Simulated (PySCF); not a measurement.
BF$_{3}$, charge -1, doublet, at a GFN2-xTB geometry (a state made from the parent by changing its charge; the spin is typed, not shown lowest) (in this run its highest filled SCF level lies above zero, so its values depend strongly on the basis, on diffuse functions most of all); PySCF with B97-1/def2-SVP.

Here is a job for PySCF.
```python
from pyscf import gto, scf, dft

mol = gto.Mole()
mol.atom = '''
    B    -0.01665964    0.22066266    0.40640217
    F    -1.17616439   -0.61899512    0.19030536
    F     0.04332344    1.13683746   -0.71306201
    F     1.14209631   -0.64043271    0.29697767
'''
mol.basis = 'def2-svp'
mol.charge = -1
mol.spin = 1
mol.verbose = 3
mol.build()

mf = dft.UKS(mol)
mf.xc = 'b97-1'
mf.kernel()
mf.analyze()
```

It wrote (shortened):

```
converged SCF energy = -324.168377466074  <S^2> = 0.75126912  2S+1 = 2.0012687
**** MO energy ****
                             alpha | beta                alpha | beta
MO #1   energy= -24.4215381344308  | -24.4192865029884  occ= 1 | 1
MO #2   energy= -24.4214637315907  | -24.4192142130457  occ= 1 | 1
MO #3   energy= -24.4214525423845  | -24.4192029642015  occ= 1 | 1
MO #4   energy= -6.60701863629061  | -6.59856504437699  occ= 1 | 1
MO #5   energy= -0.923573429589251 | -0.917747864950966 occ= 1 | 1
MO #6   energy= -0.882368211429184 | -0.876544681287708 occ= 1 | 1
MO #7   energy= -0.88236425818763  | -0.876540796337384 occ= 1 | 1
MO #8   energy= -0.301296599488921 | -0.293905679231641 occ= 1 | 1
MO #9   energy= -0.238927528694916 | -0.232541571436999 occ= 1 | 1
MO #10  energy= -0.238922278414286 | -0.232537512547079 occ= 1 | 1
MO #11  energy= -0.209503658839288 | -0.190988426847554 occ= 1 | 1
MO #12  energy= -0.163541046916514 | -0.156633614897642 occ= 1 | 1
MO #13  energy= -0.163533207163351 | -0.156625877364322 occ= 1 | 1
MO #14  energy= -0.135309679998304 | -0.129908910149255 occ= 1 | 1
MO #15  energy= -0.13530278482056  | -0.129902616055126 occ= 1 | 1
MO #16  energy= -0.118522134640957 | -0.116240583910422 occ= 1 | 1
MO #17  energy= 0.067438458304137  | 0.186506525421372  occ= 1 | 0
MO #18  energy= 0.379005773190215  | 0.384067984593124  occ= 0 | 0
MO #19  energy= 0.379010677240712  | 0.384071712869851  occ= 0 | 0
MO #20  energy= 0.408296069788991  | 0.412407584475284  occ= 0 | 0
MO #21  energy= 0.479629411438555  | 0.503433045741583  occ= 0 | 0
MO #22  energy= 0.629991619945818  | 0.648196248429839  occ= 0 | 0
MO #23  energy= 0.630001347142744  | 0.648204681423274  occ= 0 | 0
MO #24  energy= 0.650381180403302  | 0.655804301145899  occ= 0 | 0
MO #25  energy= 1.26282937524236   | 1.27962101966153   occ= 0 | 0

To work with the spin densities directly, `use mulliken_meta_spin()` only printing them here.

 ** Mulliken spin pop alpha/beta on meta-lowdin orthogonal AOs **
 ** Mulliken Spin Density (per atom)  **
spin density of  0 B =      0.83909
spin density of  1 F =      0.05364
spin density of  2 F =      0.05364
spin density of  3 F =      0.05364
 ** Mulliken pop alpha/beta on meta-lowdin orthogonal AOs **
 ** Mulliken atomic charges   ( Nelec_alpha | Nelec_beta ) **
charge of  0B =      0.21099  (     2.81405      1.97496 )
charge of  1F =     -0.40366  (     4.72865      4.67501 )
charge of  2F =     -0.40366  (     4.72865      4.67501 )
charge of  3F =     -0.40367  (     4.72865      4.67502 )

WARN: System has nonzero charge -1; the dipole moment is origin-dependent.
Location of origin: [0. 0. 0.]

Dipole moment(X, Y, Z, Debye):  0.03071, -0.40688, -0.74949
```
